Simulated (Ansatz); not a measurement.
Consider the isomerisation: `C=C(O)[SiH3]` → `C=C[SiH2]O`.

Gas-phase electronic energies from Ansatz, PBE0-D4/def2-TZVP geometries. CCSD(T)/CBS adds triple-zeta CCSD(T) − MP2 to the extrapolated MP2 energy (def2 sets, frozen cores). DFT in def2-TZVPP. HSE06 is defined as in plane-wave codes. Each species was taken in one conformer, which may not be the lowest.

`C=C(O)[SiH3]`:

Z-matrix (Å, degrees):
```
Si
C 1 1.875
H 1 1.489 2 109.7
H 1 1.489 2 109.7 3 -117.4
H 1 1.482 2 109.4 3 121.3
O 2 1.368 1 119.8 3 58.7
C 2 1.332 1 121.2 3 -121.3
H 6 0.960 2 110.6 1 -0.0
H 7 1.085 2 121.4 1 180.0
H 7 1.081 2 120.3 1 -0.0
```

`C=C[SiH2]O`:

Cartesian coordinates in Å:
```
C -0.272 -1.402 0.807
C -0.418 -0.082 0.885
Si 0.274 1.085 -0.384
O 0.915 0.267 -1.665
H 0.277 -1.864 -0.009
H -0.684 -2.077 1.552
H -0.972 0.328 1.729
H -0.810 2.009 -0.825
H 1.388 1.886 0.180
H 0.301 -0.149 -2.271
```

```tsv
level	ΔE (kJ/mol)	difference from CCSD(T)/CBS
revPBE-D4	-137.4	25.9
B97M-V	-156.1	7.2
PBE0-D4	-147.1	16.2
HSE06-D4	-146.9	16.4
ωB97X-V	-153.0	10.3
PBE-QIDH	-158.9	4.4
PBE0	-147.1	16.2
BHLYP	-164.0	-0.7
HF/def2-SVP	-153.4	9.9
MP2/def2-SVP	-145.5	17.8
CCSD/def2-SVP	-141.7	21.6
HF/def2-TZVPP	-172.9	-9.6
CCSD/def2-TZVPP	-164.2	-0.9
MP2/def2-QZVPP	-169.1	-5.8
SCS-MP2/def2-QZVPP	-168.2	-4.9
MP2/CBS(def2)	-169.9	-6.6
CCSD(T)/CBS	-163.3	0
```

Largest T1 diagnostic among the species: 0.013.

From BLYP to BHLYP (50 % exact exchange), in def2-TZVPP and without D4, ΔE moves by −17.4 kJ/mol. At CCSD(T), def2-SVP lies +25.3 kJ/mol from the extrapolated value and def2-TZVPP +2.5 kJ/mol. In def2-TZVPP, CCSD(T) changes the Hartree–Fock value by +12.1 kJ/mol (the triples alone add +3.3 kJ/mol) and MP2 by +5.5 kJ/mol.
